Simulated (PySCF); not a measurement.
GaClBr2, SMILES [Cl][Ga]([Br])[Br]. Geometry: PBE-D3(BJ)/def2-SVP.

Computed equilibrium geometry at PBE-D3(BJ)/def2-SVP (PySCF confirms it by a frequency run) as bond lengths and angles, and its point group:
point group C2v.
Atoms: Ga1 Cl2 Br3 Br4. Bond lengths (Å): Ga1–Cl2 2.145, Ga1–Br3 2.281, Ga1–Br4 2.281. Angles (°): Cl2–Ga1–Br3 119.5, Cl2–Ga1–Br4 119.5, Br3–Ga1–Br4 121.0.
Charge 0, spin multiplicity 1.
